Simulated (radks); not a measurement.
All-electron atom: Te I in [Kr] 4d10 5s2 5p4 (the NIST ground configuration). All-electron calculation, scalar-relativistic Kohn-Sham, PBEsol, spin-polarised, spherical densities, point nucleus; open shells are filled with parallel spins first (spin-orbit coupling, left out, can overturn this in heavy ions); hard spherical wall at 2 bohr. Program: a radial shooting solver on a logarithmic mesh with Libxc functionals.

Normalised radial functions P(r) = r R(r), r in bohr:

r,5s down,5p down
0.003658,0.1226,0.0090
0.00465,0.1444,0.0137
0.005912,0.1672,0.0208
0.007575,0.1897,0.0317
0.00963,0.2074,0.0473
0.01224,0.2166,0.0697
0.01569,0.2106,0.1021
0.01994,0.1822,0.1443
0.02535,0.1243,0.1975
0.03249,0.0296,0.2613
0.0413,-0.0914,0.3229
0.0525,-0.2222,0.3673
0.06728,-0.3277,0.3670
0.08553,-0.3470,0.2900
0.1087,-0.2367,0.1165
0.1393,0.0182,-0.1490
0.1771,0.3209,-0.4133
0.2252,0.5144,-0.5524
0.2863,0.4269,-0.4339
0.3668,0.0014,-0.0119
0.4663,-0.5256,0.5164
0.5928,-0.7865,0.8319
0.7597,-0.4769,0.6211
0.9657,0.2939,-0.1077
1.228,1.0394,-0.9398
1.573,1.0763,-1.1110
2,0.0000,0.0000

5s down: eigenvalue 74.999 eV, 4 radial nodes at r = 0.0346, 0.137, 0.367, 0.889 bohr, <r> = 1.25 bohr, 90 % of the charge inside 1.67 bohr. 5p down: eigenvalue 101.52 eV, 3 radial nodes at r = 0.122, 0.369, 0.938 bohr, <r> = 1.23 bohr, 90 % of the charge inside 1.68 bohr.
